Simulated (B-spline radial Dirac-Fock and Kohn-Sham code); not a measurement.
Two-hole binding energies of Ga⁺

System: Ga⁺, [Ar] 3d10 4s2, inside a Watson sphere of charge -1 and radius 2.7 Å (a model of the Madelung potential; inside it an electron's potential energy is raised by 5.3 eV).

Model: multi-electron Dirac-Fock with separately optimised hole states, Breit and Lamb-shift corrections added in first order. Program: a radial atomic solver. U is the two-hole binding energy less the two single-hole energies, the effective repulsion of the holes after relaxation. Each two-hole energy is an average over J within one jj subconfiguration.

| holes | E(a) (eV) | E(b) (eV) | E(ab) (eV) | U (eV) |
| --- | --- | --- | --- | --- |
| 1s⁻² | 10380.3 | 10380.3 | 21204.3 | 443.8 |
| 1s⁻¹ 2p1/2⁻¹ | 10380.3 | 1156.3 | 11649.7 | 113.1 |
| 1s⁻¹ 3p1/2⁻¹ | 10380.3 | 122.0 | ? | ? |
| 1s⁻¹ 3d3/2⁻¹ | 10380.3 | 29.39 | 10434.2 | 24.5 |
| 1s⁻¹ 3d5/2⁻¹ | 10380.3 | 28.96 | 10433.7 | 24.4 |
| 2s⁻¹ 2p3/2⁻¹ | 1317.9 | 1129.2 | 2506.6 | 59.4 |
| 2s⁻¹ 3p1/2⁻¹ | 1317.9 | 122.0 | 1467.2 | 27.3 |
| 2p1/2⁻¹ 3s⁻¹ | 1156.3 | 175.2 | 1359.2 | 27.7 |
| 2p3/2⁻¹ 3s⁻¹ | 1129.2 | 175.2 | 1332.0 | 27.6 |
| 2p1/2⁻¹ 3p3/2⁻¹ | 1156.3 | 118.4 | 1302.4 | 27.7 |
| 2p3/2⁻¹ 3p1/2⁻¹ | 1129.2 | 122.0 | 1279.2 | 28.0 |
| 2p1/2⁻¹ 3d3/2⁻¹ | 1156.3 | 29.39 | 1210.4 | 24.7 |
| 3d3/2⁻² | 29.39 | 29.39 | 80.62 | 21.8 |
| 3d3/2⁻¹ 3d5/2⁻¹ | 29.39 | 28.96 | 80.52 | 22.2 |

Problem. Give the missing two-hole energy and U.

Solution. E(ab) = 10533.2 eV and U = 30.9 eV.

Values without a named source are computed, but for edge energies of neutral atoms, which are taken from tables.
